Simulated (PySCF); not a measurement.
# A small calculation by hand: oscillator strength and radiative lifetime

GeF2, SMILES [F][Ge][F] (connectivity only; charge and spin as stated), neutral, multiplicity 1.

Coordinates come from a B3LYP-D3(BJ)/def2-TZVP optimisation. The isomer is the one that the SMILES or the coordinates give; other isomers of the formula were not compared.

TDA-CAM-B3LYP/def2-SVPD (PySCF) puts the first singlet state with f over 0.02 at 5.71 eV (vertical), with the transition dipole (-1.060, 0.000, 0.000) in atomic units.

Find the oscillator strength, the wavelength and the radiative lifetime that this transition would have in vacuum if emission retraced absorption.


|μ|² = 1.1236 au, so |μ| = 2.69 D. ΔE = 5.71/27.211 = 0.2098 hartree. f = (2/3) ΔE |μ|² = 0.157 (the program prints 0.157).
λ = 1239.84/5.71 = 217 nm; ν = 46054 cm⁻¹.
Einstein's coefficient A = 0.6670 ν² f s⁻¹ (ν in cm⁻¹) = 2.2e8 s⁻¹, so τ = 1/A = 4.5 ns. This state is S1. The figure is the radiative limit of this one transition; relaxation, internal conversion, crossing to triplets and a medium change what is measured.
